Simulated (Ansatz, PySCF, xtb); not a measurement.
Reaction R1 + R2 → P1, each structure at its B3LYP-D3(BJ)/def2-TZVP stationary point, reached from a drawn start (curvature not checked).
R1, H2 (SMILES [H][H]) (charge 0, multiplicity 1):
```xyz
2

H      0.00000     0.00000     0.37199
H      0.00000     0.00000    -0.37199
```
P1: C2H4 (SMILES C=C), charge 0, multiplicity 1.
R2: C2H2 (SMILES C#C), charge 0, multiplicity 1.

P less R. No zero-point or thermal terms.

Frozen-core correlation throughout. CBS: X⁻³ extrapolation of the correlation energy, Hartree–Fock from the larger set.

Run with Ansatz (a program for electronic structure) with Gaussian orbitals; PySCF for the D3/D4 terms; xtb for the GFN methods. Each number belongs to the level named beside it.

```json
[
 {"level": "GFN1-xTB", "reaction energy (kJ/mol)": "-235.4"},
 {"level": "B3LYP-D3(BJ)/def2-TZVPP", "reaction energy (kJ/mol)": "-213.5"},
 {"level": "B3LYP-D4/def2-TZVPP", "reaction energy (kJ/mol)": "-212.5"},
 {"level": "BHLYP/def2-TZVPP", "reaction energy (kJ/mol)": "-223.7"},
 {"level": "CAM-B3LYP-D3(BJ)/def2-TZVPP", "reaction energy (kJ/mol)": "-219.5"},
 {"level": "B2PLYP/def2-TZVPP", "reaction energy (kJ/mol)": "-204.9"},
 {"level": "MP2/cc-pVQZ", "reaction energy (kJ/mol)": "-198.1"},
 {"level": "CCSD(T)/cc-pVDZ", "reaction energy (kJ/mol)": "…"},
 {"level": "CCSD(T)/CBS(cc-pVTZ, cc-pVQZ)", "reaction energy (kJ/mol)": "…"}
]
```

What belongs in the gaps?


- CCSD(T)/cc-pVDZ, reaction energy (kJ/mol): -216.0
- CCSD(T)/CBS(cc-pVTZ, cc-pVQZ), reaction energy (kJ/mol): -206.6
